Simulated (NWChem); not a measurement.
All runs are NWChem calculations. System: HF3SSi, charge 0, spin multiplicity 1, at a geometry optimised with PBE/def2-SVP. The structure started from a generated list of species. Level: MP2/def2-TZVP, 13 core orbitals frozen.

The NWChem input:

```
start mol
memory heap 200 mb stack 800 mb global 1000 mb
geometry units angstroms nocenter noautoz noautosym
  F     -0.857710     0.693046     1.389447
  Si    -0.319513     0.134705    -0.028691
  F     -0.357080     1.394600    -1.040470
  F     -1.349893    -0.982847    -0.567413
  S      1.588006    -0.763083     0.110401
  H      2.147236     0.380274     0.601184
end
basis spherical
  * library def2-tzvp
end
scf
  rhf
  nopen 0
  maxiter 100
  thresh 1e-7
  semidirect memsize 60000000 filesize 0
end
mp2
  freeze core 13
end
task mp2 energy
```

Part of the output:

```
             Northwest Computational Chemistry Package (NWChem) 7.3.0
             --------------------------------------------------------

                                NWChem Input Module
                                -------------------

 Scaling coordinates for geometry "geometry" by  1.889725989
 (inverse scale =  0.529177249)

                             Geometry "geometry" -> ""
                             -------------------------

 Output coordinates in angstroms (scale by  1.889725989 to convert to a.u.)

  No.       Tag          Charge          X              Y              Z
 ---- ---------------- ---------- -------------- -------------- --------------
    1 F                    9.0000    -0.85771000     0.69304600     1.38944700
    2 Si                  14.0000    -0.31951300     0.13470500    -0.02869100
    3 F                    9.0000    -0.35708000     1.39460000    -1.04047000
    4 F                    9.0000    -1.34989300    -0.98284700    -0.56741300
    5 S                   16.0000     1.58800600    -0.76308300     0.11040100
    6 H                    1.0000     2.14723600     0.38027400     0.60118400

 Effective nuclear repulsion energy (a.u.)     316.6407948914

            Nuclear Dipole moment (a.u.)
            ----------------------------
        X                 Y               Z
 ---------------- ---------------- ----------------
     0.0000056692     0.0000132281     0.0000037795


 Summary of "ao basis" -> "" (spherical)
 ------------------------------------------------------------------------------
       Tag                 Description            Shells   Functions and Types
 ---------------- ------------------------------  ------  ---------------------
 *                         def2-tzvp                  on all atoms

 Summary of "ao basis" -> "ao basis" (spherical)
 ------------------------------------------------------------------------------
       Tag                 Description            Shells   Functions and Types
 ---------------- ------------------------------  ------  ---------------------
 F                         def2-tzvp                11       31   5s3p2d1f
[...]
     1   1 0 0      0.744204      0.000000      0.000006
     1   0 1 0      0.031590      0.000000      0.000013
     1   0 0 1      0.175877      0.000000      0.000004

     2   2 0 0    -28.971386      0.000000    251.961886
     2   1 1 0      0.933350      0.000000    -60.942390
     2   1 0 1      1.135688      0.000000     13.341213
     2   0 2 0    -31.626593      0.000000    143.686295
     2   0 1 1      0.588358      0.000000     -1.953702
     2   0 0 2    -32.358691      0.000000    109.216879

                   NWChem MP2 Semi-direct Energy/Gradient Module
                   ---------------------------------------------

  Basis functions       =    173
  Molecular orbitals    =    173
  Frozen core           =     13
  Frozen virtuals       =      0
  Active alpha occupied =     16
  Active beta occupied  =     16
  Active alpha virtual  =    144
  Active beta virtual   =    144
  Use MO symmetry       = F
  Use skeleton AO sym   = F

  AO/Fock/Back tols     =   1.0D-09  1.0D-09  1.0D-09

 GA uses MA = F    GA memory limited = T

 Available:
  local mem=  1.15D+08
 global mem=  1.31D+08
 local disk=  0.00D+00
  mp2_memr nvloc                   144
  nvloc new                   144
   1 passes of  16:        5242880                     176209                 109110559.
   1 passes of  16: M    114679316           G      131012142           F     109436436.

 Semi-direct pass number   1 of   1  for RHF alpha+beta  at       58.5s
  vrange nnbf                 13922
  mp2_eaftype                   416  avail_ma_in_mb                   999
 EAF : mp2_eaftype filesize         416   54555280.
  mp2_eaf for mointskh                    416
Node 0 wrote    256.6 Mb in      0.1 s     Agg I/O rate:  2141.7 Mb/s
 Done moints_semi at       80.1s
  mp2_eaftype                   416  avail_ma_in_mb                   583
 EAF : mp2_eaftype filesize         416   54555280.
  mp2_eaf for kh                   416
 Done maket at       81.6s
 Done multipass loop at       81.6s

          -------------------------------------------
          SCF energy                -985.768644241024
          Correlation energy          -1.029716145843
          Singlet pairs               -0.628288009106
          Triplet pairs               -0.401428136737
          Total MP2 energy          -986.798360386867
          -------------------------------------------

          ---------------------------------------------------
                    Spin Component Scaled (SCS) MP2
          Same spin pairs                     -0.267618757825
          Same spin scaling factor             0.333333333333
          Opposite spin pairs                 -0.762097388018
          Opposite spin scaling fact.          1.200000000000
          SCS-MP2 correlation energy          -1.003723118230
          Total SCS-MP2 energy              -986.772367359254
          ---------------------------------------------------

 -----------------------
 Performance information
 -----------------------

 Timer overhead =  2.30D-07 seconds/call

               Nr. of calls         CPU time (s)                 Wall time (s)                GFlops
             ---------------    -------------------     ------------------------------   -------------------
Name         Min   Avg   Max    Min     Avg     Max     Min     Avg     Max   Mx/calls   Min     Max     Sum
mp2: moin     1     1     1    22.     22.     22.      22.     22.     22.     22.      0.0     0.0     0.0
mp2: make     1     1     1    1.5     1.5     1.5      1.5     1.5     1.5     1.5      0.0     0.0     0.0
mp2: tota     1     1     1    23.     23.     23.      23.     23.     23.     23.      0.0     0.0     0.0

 The average no. of pstat calls per process was 3.00D+00
 with a timing overhead of 6.89D-07s

 Task  times  cpu:       81.6s     wall:       81.6s

 Total times  cpu:       81.6s     wall:       81.6s
```
